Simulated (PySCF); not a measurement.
A PySCF script (with the pyscf-properties extension) for the NMR shieldings of `[Si@@H]([SiH2][SiH2]CF)(F)[SiH3]`, CH₁₀F₂Si₄, on a GFN2-xTB geometry:

```python
import basis_set_exchange as bse
import numpy as np
from pyscf import gto, dft
from pyscf.prop import nmr

atoms = """
F    -1.315047    1.343734   -0.315785
C    -2.192917    0.422237    0.241641
Si   -1.912430   -1.288850   -0.590510
Si    0.390608   -1.591123   -0.634146
Si    1.576864   -0.271322    0.876994
F     0.586435   -0.236036    2.179252
Si    2.147293    1.921977    0.405745
H    -3.195848    0.826132    0.094685
H    -1.978199    0.413178    1.312186
H    -2.715813   -2.216948    0.217593
H    -2.577145   -1.208328   -1.898677
H     0.908661   -1.315954   -1.987035
H     0.668744   -3.029073   -0.453079
H     2.691304   -1.024700    1.474291
H     1.025165    2.850659    0.501015
H     2.686608    1.985722   -0.957318
H     3.198716    2.430724    1.296353
"""
names = dict.fromkeys(["F", "C", "Si", "H"], "pcSseg-1")
basis = {el: gto.basis.parse(bse.get_basis(n, elements=[el], fmt="nwchem")) for el, n in names.items()}
mol = gto.M(atom=atoms, basis=basis, charge=0, verbose=0)
mf = dft.RKS(mol, xc="PBE0")
mf.grids.level = 2
mf.grids.alignment = dft.numint.BLKSIZE   # the property module wants whole blocks of grid points
mf.conv_tol = 1e-9
mf.kernel()

calc = nmr.RKS(mf)   # GIAO
C = mf.mo_coeff
Co = C[:, mf.mo_occ > 0]
resp = mf.gen_response(singlet=True, hermi=2)
def vind(x):   # induced exchange potential for any number of trial vectors
    d = np.einsum("pi,xij,qj->xpq", C, 2 * x.reshape(-1, C.shape[1], Co.shape[1]), Co, optimize=True)
    return np.einsum("xpq,pi,qj->xij", resp(d - d.transpose(0, 2, 1)), C, Co, optimize=True).ravel()
mo1, _ = nmr.rhf.solve_mo1(calc, with_cphf=vind)
sigma = calc.kernel(mo1)
for i, s in enumerate(sigma):   # ppm
    print("%2d %-2s %9.2f" % (i, mol.atom_pure_symbol(i), np.trace(s) / 3))
```

Task: What does it print?

Result: 
```
 0 F     460.85
 1 C     108.07
 2 Si    422.16
 3 Si    476.24
 4 Si    309.32
 5 F     438.14
 6 Si    461.95
 7 H      26.44
 8 H      26.55
 9 H      27.68
10 H      27.37
11 H      28.40
12 H      28.01
13 H      25.15
14 H      28.00
15 H      28.47
16 H      28.05
```

These numbers come from an equivalent density-fitted implementation of the same equations, which agrees with the script to about 0.01 ppm for H and up to a few tenths of a ppm for heavy atoms, so last digits may differ.

Task: Turn these shieldings into chemical shifts. Referencing at the same level of theory: ¹⁹F (σ = 170.95 ppm) against CFCl3; ¹³C (σ = 186.93 ppm), ²⁹Si (σ = 349.16 ppm), ¹H (σ = 31.72 ppm) vs TMS.

Result: Averaging equivalent atoms: F 5: -267.2; F 0: -289.9; C 1: 78.9; Si 4: 39.8; Si 2: -73.0; Si 6: -112.8; Si 3: -127.1; H 13: 6.56; H 7: 5.28; H 8: 5.17; H 10: 4.35; H 9: 4.04; H 12: 3.71; H 14/15/16: 3.54; H 11: 3.32 ppm. Unscaled 19F shifts against computed CFCl3 carry errors that often reach 10 to 50 ppm.

Size and cost of the density-fitted run: 197 basis functions, 78 s wall time on 1 thread of an Arm Neoverse N1, shared host; peak memory 0.86 GiB.
